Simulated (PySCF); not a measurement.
Job for PySCF: U-B3LYP/LANL2DZ on FIPb (SMILES [F][Pb][I]), a point of a bond scan (R = 2.834 Å).

```python
from pyscf import gto, scf, dft, mp
from pyscf.data.elements import chemcore

mol = gto.M(
    atom='''
    Pb    0.54632348   -0.46465695    0.74031944
    F     1.67669223   -1.49135570   -0.64500339
    I    -1.12997652    0.97215228   -1.03587102
    ''',
    basis='lanl2dz',
    ecp={'I': 'lanl2dz', 'Pb': 'lanl2dz'},
    charge=0, spin=0, verbose=3, max_memory=1800)
mf = dft.UKS(mol, xc='b3lyp')
mf.conv_tol = 1e-8
mf.max_cycle = 100
mf.init_guess_breaksym = True
mf.kernel()
if not mf.converged:
    mf = mf.newton().run(mf.mo_coeff, mf.mo_occ)
for _ in range(4):
    mo, _, stable, _ = mf.stability(return_status=True)
    if stable:
        break
    mf.kernel(mf.make_rdm1(mo, mf.mo_occ))
```

It printed:

```
converged SCF energy = -114.809848198467  <S^2> = 9.951151e-12  2S+1 = 1
<class 'pyscf.dft.uks.UKS'> wavefunction is stable in the internal stability analysis
```

The calculation finished and met its thresholds.

Cost: about 6 core-seconds (a rough figure).
